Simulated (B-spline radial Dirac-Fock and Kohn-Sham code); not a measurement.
Dipole and non-dipole photoemission parameters of Hf²⁺ 5s

System: Hf²⁺, configuration [Xe] 4f14 5d2; threshold 88.28 eV (orbital energy of the model). Model: Dirac-Hartree-Slater photoionisation with a Latter tail; cross sections with all multipoles, angular parameters from the dipole term and its interference with E2. Program: a radial B-spline solver.

For linearly polarised light dσ/dΩ = σ/(4π) [1 + β P₂(cos θ) + (δ + γ cos²θ) sin θ cos φ], with θ from the polarisation vector and φ the angle between the beam and the projection of the electron momentum on the plane normal to the polarisation.

| hν (eV) | σ (kb) | β | γ |
| --- | --- | --- | --- |
| 100 | 66.7 | 0.868 | -0.263 |
| 150 | 71.7 | 1.556 | 0.043 |
| 161 | 69.9 | 1.607 | 0.086 |
| 190 | 64.0 | 1.692 | 0.171 |
| 203 | 61.2 | 1.717 | 0.199 |
| 267 | 48.1 | 1.790 | 0.293 |
| 382 | 32.3 | 1.846 | 0.374 |
| 383 | 32.2 | 1.846 | 0.375 |
| 400 | 30.6 | 1.851 | 0.383 |
| 470 | 25.0 | 1.867 | 0.409 |
| 524 | 21.7 | 1.877 | 0.421 |
| 839 | 11.2 | 1.906 | 0.427 |
| 1030 | 8.26 | 1.916 | 0.408 |
| 1486.9 | 4.68 | 1.929 | 0.337 |
| 2180 | 2.50 | 1.940 | 0.215 |
| 2830 | 1.60 | 1.945 | 0.113 |
| 2984.4 | 1.46 | 1.946 | 0.091 |
| 3180 | 1.31 | 1.947 | 0.066 |
| 3480 | 1.12 | 1.949 | 0.030 |
| 3850 | 0.931 | 1.951 | -0.009 |
| 4880 | 0.604 | 1.954 | -0.090 |
| 5860 | 0.429 | 1.956 | -0.133 |
| 8047.8 | 0.233 | 1.959 | -0.146 |
| 9251.7 | ? | ? | ? |
| 9720 | 0.161 | 1.960 | -0.108 |
| 12500 | 0.0970 | 1.961 | 0.013 |
| 13600 | 0.0817 | 1.961 | 0.074 |
| 13700 | 0.0804 | 1.961 | 0.080 |

Q: Give the values at Ga Kα (9251.7 eV).

A: σ = 0.177 kb, β = 1.960, γ = -0.122. For an s subshell δ is negligible.

Values without a named source are computed, but for edge energies of neutral atoms, which are taken from tables.
